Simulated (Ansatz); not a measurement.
Start from `FC(F)(Cl)C(F)(Cl)Cl` and change one atom or group to get `FC(F)(Cl)C(Cl)(Cl)Cl`.

Ansatz, PBE0-D4/def2-TZVP geometries, multiplicity 1. Each molecule was computed in one conformer, which needn't be the lowest.

| property | `FC(F)(Cl)C(F)(Cl)Cl` |
| --- | --- |
| HOMO–LUMO gap (PBE0/def2-TZVPP) / eV | 8.58 |
| LUMO energy (PBE0/def2-TZVPP) / eV | -0.73 |
| LUMO energy (ωB97M-V/def2-TZVPP) / eV | 1.54 |
| HOMO–LUMO gap (B3LYP/def2-TZVPP) / eV | 8.01 |
| HOMO energy (B3LYP/def2-TZVPP) / eV | -9.03 |
| size of the dipole moment (B3LYP/def2-TZVPP) / D | 0.47 |

Task: Give the same properties after the change, and the shifts. (Estimate.)

Result: Computed: 
| property | `FC(F)(Cl)C(Cl)(Cl)Cl` | shift |
| --- | --- | --- |
| HOMO–LUMO gap (PBE0/def2-TZVPP) / eV | 8.11 | -0.47 |
| LUMO energy (PBE0/def2-TZVPP) / eV | -1.00 | -0.27 |
| LUMO energy (ωB97M-V/def2-TZVPP) / eV | 1.28 | -0.26 |
| HOMO–LUMO gap (B3LYP/def2-TZVPP) / eV | 7.55 | -0.46 |
| HOMO energy (B3LYP/def2-TZVPP) / eV | -8.82 | 0.21 |
| size of the dipole moment (B3LYP/def2-TZVPP) / D | 0.59 | 0.12 |

With PBE0 the HOMO rises by 0.21 eV and the LUMO falls by 0.27 eV, so the gap narrows by about 0.48 eV. PBE moves the HOMO by 0.19 eV and ωB97M-V by 0.20 eV. Dipoles are sizes alone; their direction can turn.

B3LYP here is the variant with VWN-RPA as its local correlation; programs differ in this.
